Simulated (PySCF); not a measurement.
**Basis-set dependence of excited states**

CH7GeNSi2.
Cartesian coordinates in Å at the PBE0-D3(BJ)/def2-SVP level; atoms count from 1:
```
atom  x, y, z in Å
N1     0.0231    2.9568   -0.6884
C2    -0.0964    1.9437   -0.1344
Si3   -0.2807    0.2845    0.6873
Si4    1.6105   -0.9739    0.1037
Ge5   -2.3092   -0.6707   -0.1283
H6    -0.3480    0.5453    2.1560
H7     1.4982   -2.3206    0.7417
H8     2.8543   -0.2945    0.5717
H9     1.6373   -1.1264   -1.3814
H10   -2.4936   -2.0597    0.5092
H11   -2.2074   -0.8210   -1.6550
H12   -3.5040    0.2258    0.2325
```

TDDFT with PBE0 (PySCF), vertical singlets, core orbitals frozen in the response, spherical d and f functions. Geometry: PBE0-D3(BJ)/def2-SVP; no solvent, vibrations or thermal averaging. Relativistic effects, spin–orbit coupling among them, are left out although an element past zinc is present.

Task: Compare 6-31G*, def2-SVP, def2-SVPD, aug-cc-pVDZ, def2-TZVP and def2-TZVPD for this molecule.

Result: 

```tsv
basis	functions	diffuse	S1 (eV)	S2 (eV)	S3 (eV)	S4 (eV)	S5 (eV)	LUMO (eV)	α (au)
6-31G*	110	no	6.41	6.70	6.78	7.04	7.35	-0.56	92.7
def2-SVP	131	no	6.31	6.67	6.76	7.05	7.18	-0.68	98.2
def2-SVPD	182	yes	6.18	6.48	6.63	6.87	6.95	-0.90	109.3
aug-cc-pVDZ	199	yes	6.20	6.47	6.61	6.81	6.92	-0.92	111.1
def2-TZVP	226	no	6.13	6.44	6.57	6.85	6.90	-0.88	106.5
def2-TZVPD	277	yes	6.09	6.39	6.53	6.79	6.81	-0.96	110.6
```

States are compared by their number. Against the largest diffuse basis here (def2-TZVPD, itself not a converged limit), sets without diffuse functions differ by up to 0.32 eV in S1 and 0.54 eV in S5; the smaller diffuse sets differ by up to 0.11 and 0.13 eV. State by state, the largest deviation of a set without diffuse functions is S1 0.32, S2 0.31, S3 0.25, S4 0.26, S5 0.54 eV. The same number needn't mean the same state in each row. Against def2-TZVPD the polarisability deviates by -16% in 6-31G*, -11% in def2-SVP, -1% in def2-SVPD, 0% in aug-cc-pVDZ, -4% in def2-TZVP.
